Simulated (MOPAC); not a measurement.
Job for MOPAC: AM1 on C2H6Mg (SMILES C[CH2][MgH]), a point of a bond scan (R = 0.987 Å).

```
AM1 1SCF PRECISE CHARGE=0 THREADS=1
C2H6Mg

Mg    -0.14432861 1     0.33129844 1     1.39372438 1
H     -0.33728383 1     1.19048809 1     2.85567801 1
C      0.09330786 1    -0.71909592 1    -0.41423708 1
C      0.13153769 1     0.13614409 1    -1.69257383 1
H     -0.63476155 1    -1.38166410 1    -0.48356647 1
H      1.01119844 1    -1.31501739 1    -0.34578536 1
H      0.95533042 1     0.85539786 1    -1.67841733 1
H     -0.78761407 1     0.71382571 1    -1.82525708 1
H      0.25689724 1    -0.46728182 1    -2.59877559 1
```

The log:

```
*******************************************************************************
 **                                                                           **
 **                              MOPAC v23.2.5                                **
 **                                                                           **
 *******************************************************************************
 ** MOPAC's Digital Object Identifier: https://doi.org/10.5281/zenodo.6511958 **
 **                                                                           **
 ** Please cite the open-source release paper for use of this MOPAC version:  **
 ** J. E. Moussa and J. J. P. Stewart (2026)                                  **
 ** MOPAC: An open-source semiempirical molecular orbital program             **
 ** J. Open Source Softw., 11(119), 8025, https://doi.org/10.21105/joss.08025 **
 *******************************************************************************

                              AM1 CALCULATION RESULTS

 *******************************************************************************
 *  AM1        - The AM1 Hamiltonian to be used
 *
 *
 *
 *                 CHARGE ON SYSTEM = 0
 *
 *
 *
 *  PRECISE    - TIGHTER CRITERIA TO BE USED
 *  1SCF       - DO 1 SCF AND THEN STOP
 *  THREADS=1  - MULTI-THREADING NOT USED
 *  T=         - A TIME OF 172800.0 SECONDS REQUESTED
 *  DUMP=N     - RESTART FILE WRITTEN EVERY 7200.0 SECONDS REQUESTED
 *******************************************************************************
AM1 1SCF PRECISE CHARGE=0 THREADS=1
 C2H6Mg

   ATOM   CHEMICAL          X               Y               Z
  NUMBER   SYMBOL      (ANGSTROMS)     (ANGSTROMS)     (ANGSTROMS)

     1      Mg         -0.14432861  *   0.33129844  *   1.39372438  *
     2       H         -0.33728383  *   1.19048809  *   2.85567801  *
     3       C          0.09330786  *  -0.71909592  *  -0.41423708  *
     4       C          0.13153769  *   0.13614409  *  -1.69257383  *
     5       H         -0.63476155  *  -1.38166410  *  -0.48356647  *
     6       H          1.01119844  *  -1.31501739  *  -0.34578536  *
     7       H          0.95533042  *   0.85539786  *  -1.67841733  *
     8       H         -0.78761407  *   0.71382571  *  -1.82525708  *
     9       H          0.25689724  *  -0.46728182  *  -2.59877559  *



          CARTESIAN COORDINATES

    NO.       ATOM           X           Y           Z

     1        Mg         -0.1443      0.3313      1.3937
     2         H         -0.3373      1.1905      2.8557
     3         C          0.0933     -0.7191     -0.4142
     4         C          0.1315      0.1361     -1.6926
     5         H         -0.6348     -1.3817     -0.4836
     6         H          1.0112     -1.3150     -0.3458
     7         H          0.9553      0.8554     -1.6784
     8         H         -0.7876      0.7138     -1.8253
     9         H          0.2569     -0.4673     -2.5988

  H: (AM1): M.J.S. DEWAR ET AL, J. AM. CHEM. SOC. 107 3902-3909 (1985)
  C: (AM1): M.J.S. DEWAR ET AL, J. AM. CHEM. SOC. 107 3902-3909 (1985)
 Mg: (AM1): J. J. P. STEWART, J. MOL. MOD., 10, 155-164 (2004)

           Empirical Formula: C2 H6 Mg  =     9 atoms



      MOLECULAR POINT GROUP   :   Cs


      RHF CALCULATION, NO. OF DOUBLY OCCUPIED LEVELS = 8


 -------------------------------------------------------------------------------
 AM1 1SCF PRECISE CHARGE=0 THREADS=1
 C2H6Mg



     1SCF WAS SPECIFIED, SO BFGS WAS NOT USED
     SCF FIELD WAS ACHIEVED


                              AM1 CALCULATION
                                                       MOPAC v23.2.5 Linux




          FINAL HEAT OF FORMATION =         26.19030 KCAL/MOL =     109.58021 KJ/MOL


          COSMO AREA              =        105.48 SQUARE ANGSTROMS
          COSMO VOLUME            =         86.87 CUBIC ANGSTROMS

          IONIZATION POTENTIAL    =          9.369949 EV
          HOMO LUMO ENERGIES (EV) =         -9.370  0.893
          NO. OF FILLED LEVELS    =          8
          MOLECULAR WEIGHT        =         54.3744         POINT GROUP:  Cs

          MOLECULAR DIMENSIONS (Angstroms)

            Atom       Atom       Distance
            H     9    H     2     5.73169
            H     6    H     8     3.02291
            H     7    H     5     2.74347


          SCF CALCULATIONS        =          1





   ATOM   CHEMICAL          X               Y               Z
  NUMBER   SYMBOL      (ANGSTROMS)     (ANGSTROMS)     (ANGSTROMS)

     1      Mg         -0.14432861  *   0.33129844  *   1.39372438  *
     2       H         -0.33728383  *   1.19048809  *   2.85567801  *
     3       C          0.09330786  *  -0.71909592  *  -0.41423708  *
     4       C          0.13153769  *   0.13614409  *  -1.69257383  *
     5       H         -0.63476155  *  -1.38166410  *  -0.48356647  *
     6       H          1.01119844  *  -1.31501739  *  -0.34578536  *
     7       H          0.95533042  *   0.85539786  *  -1.67841733  *
     8       H         -0.78761407  *   0.71382571  *  -1.82525708  *
     9       H          0.25689724  *  -0.46728182  *  -2.59877559  *

                             CARTESIAN COORDINATES

   1   Mg       -0.144328610     0.331298440     1.393724380
   2    H       -0.337283830     1.190488090     2.855678010
   3    C        0.093307860    -0.719095920    -0.414237080
   4    C        0.131537690     0.136144090    -1.692573830
   5    H       -0.634761550    -1.381664100    -0.483566470
   6    H        1.011198440    -1.315017390    -0.345785360
   7    H        0.955330420     0.855397860    -1.678417330
   8    H       -0.787614070     0.713825710    -1.825257080
   9    H        0.256897240    -0.467281820    -2.598775590


           Empirical Formula: C2 H6 Mg  =     9 atoms



      MOLECULAR POINT GROUP   :   Cs


                  EIGENVALUES
 -32.82154 -23.41337 -14.47785 -13.80226 -12.52356 -11.52449 -10.88666  -9.36995
   0.89315   2.88853   2.91573   4.68558   4.92240   5.20556   5.51076   5.60051
   5.66480   6.30414


              NET ATOMIC CHARGES AND DIPOLE CONTRIBUTIONS

  ATOM NO.   TYPE          CHARGE      No. of ELECS.   s-Pop       p-Pop
    1         Mg           0.457695        1.5423     0.88759     0.65471
    2          H          -0.162662        1.1627     1.16266
    3          C          -0.411632        4.4116     1.22318     3.18845
    4          C          -0.171801        4.1718     1.21192     2.95988
    5          H           0.066422        0.9336     0.93358
    6          H           0.062997        0.9370     0.93700
    7          H           0.051796        0.9482     0.94820
    8          H           0.052081        0.9479     0.94792
    9          H           0.055105        0.9449     0.94489
 DIPOLE           X         Y         Z       TOTAL
 POINT-CHG.    -0.135     0.537     1.228     1.347
 HYBRID         0.118    -0.725    -1.051     1.282
 SUM           -0.016    -0.188     0.177     0.259


          ATOMIC ORBITAL ELECTRON POPULATIONS

     Atom    s        px        py        pz
    1 Mg   0.88759   0.03252   0.16101   0.46118
    2  H   1.16266
    3  C   1.22318   1.00699   1.07104   1.11042
    4  C   1.21192   0.99803   0.99247   0.96937
    5  H   0.93358
    6  H   0.93700
    7  H   0.94820
    8  H   0.94792
    9  H   0.94489

 **********************
 *                    *
 * JOB ENDED NORMALLY *
 *                    *
 **********************




 == MOPAC DONE ==
```

The run finished.

Cost: about 0.05 core-seconds (a rough figure).
